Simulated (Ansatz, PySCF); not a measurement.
H2Se, triplet, at the geometry of the source list (a higher spin typed on purpose: for a closed-shell molecule this is an excited state). Base run: R2SCAN/def2-SVP in PySCF.

The PySCF input:
```python
from pyscf import gto, scf, dft

mol = gto.Mole()
mol.atom = '''
    Se   -0.00260000    0.66900000    0.00000000
    H    -1.03130000   -0.33780000    0.00000000
    H     1.03390000   -0.33120000   -0.00000000
'''
mol.basis = 'def2-svp'
mol.spin = 2
mol.verbose = 4
mol.build()

mf = dft.UKS(mol)
mf.xc = 'r2scan'
mf.kernel()
```

The same geometry, method and basis name were run in Ansatz (a program for electronic structure) and PySCF, at each program's defaults and at the settings that a row names. The base is PySCF at its defaults. Differences at the defaults can come from grids, fitting, cores and function types together.

| code and settings | ΔE vs base (mEh) | basis functions | E (Eh) | SCF cycles | dipole (D) |
|---|---|---|---|---|---|
| PySCF, defaults (exact integrals, its default grid, spherical functions) | 0.000 | 42 | -2402.25423 | 9 | 0.08 |
| Ansatz, defaults (factorised integrals, its default grid, spherical functions) | 0.083 | 42 | -2402.25415 | - | - |
| PySCF, density fitting with def2-universal-jkfit | -0.052 | 42 | -2402.25428 | 9 | 0.08 |
| PySCF, fine grid | 0.062 | 42 | -2402.25417 | 9 | 0.08 |
| Ansatz, high accuracy | 0.084 | 42 | -2402.25415 | - | - |

Open shells are given as the SCF converged; they aren't shown to be the lowest states, and a large step between rows can be another state.
